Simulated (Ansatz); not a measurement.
Cl2FH3OSi2 can be A, `F[Si](Cl)(Cl)O[SiH3]`, or B, `O[SiH2][Si](F)(Cl)Cl`.

Calculated with Ansatz (gas phase, PBE0-D4/def2-TZVP geometries, no zero-point term in ΔE). CBS: MP2 limit from def2 TZ/QZ plus the TZ coupled-cluster correction, frozen cores. DFT in def2-TZVPP. B3LYP here is the variant with VWN-RPA as its local correlation; programs differ in this. One conformer a species, not always the lowest.

A:

Z-matrix (Å, degrees):
```
Si
Cl 1 2.022
Cl 1 2.022 2 109.9
F 1 1.574 2 108.1 3 117.8
O 1 1.594 2 111.1 3 -123.3
Si 5 1.649 1 149.9 2 62.2
H 6 1.482 5 109.2 1 -61.9
H 6 1.483 5 109.2 1 58.5
H 6 1.480 5 107.3 1 178.3
```

B:

```xyz
9

O     1.531    1.158    0.525
Si    0.314    0.764   -0.509
Si   -0.794   -1.060    0.441
F    -1.470   -0.697    1.832
Cl   -2.291   -1.642   -0.819
Cl    0.449   -2.638    0.770
H     2.110    1.888    0.302
H    -0.660    1.875   -0.693
H     0.811    0.351   -1.849
```

**Question.** Which is lower in electronic energy at CCSD(T)/CBS, and by how much? (An estimate is asked.)

**Answer.** Ansatz gave: A, by 33.9 kcal/mol.

**Question.** Give E(B) − E(A) in kcal/mol with B2PLYP, B3LYP-D4, r2SCAN-D4, MP2/def2-TZVPP, LDA (SPW92), CCSD(T)/def2-SVP, BLYP-D4. (Best estimate.)

**Answer.** The calculation gave: B2PLYP 34.2, B3LYP-D4 32.8, r2SCAN-D4 32.6, MP2/def2-TZVPP 35.7, LDA (SPW92) 28.3, CCSD(T)/def2-SVP 34.4, BLYP-D4 30.6. None reverses the order clearly.

**Question.** Does the order hold for the free energy at 298.15 K (harmonic terms from PBE0-D4)? (An estimate is asked.)

**Answer.** Computed: Yes: G(B) − G(A) = +35.4 kcal/mol, for one conformer each. Modes under 60 cm⁻¹, often nearly free rotors, make the harmonic entropy too high.

Largest T1 diagnostic: 0.011.

From BLYP to BHLYP (50 % exact exchange), in def2-TZVPP and without D4, E(B) − E(A) moves by +6.0 kcal/mol. Leaving LDA and LC-ωPBE aside and taking each functional with its dispersion term where it has one, the values, not all of them listed here, spread over 9.6 kcal/mol, from PBE-D4 to BHLYP-D4. LDA lies +1.8 kcal/mol from PBE without D4.
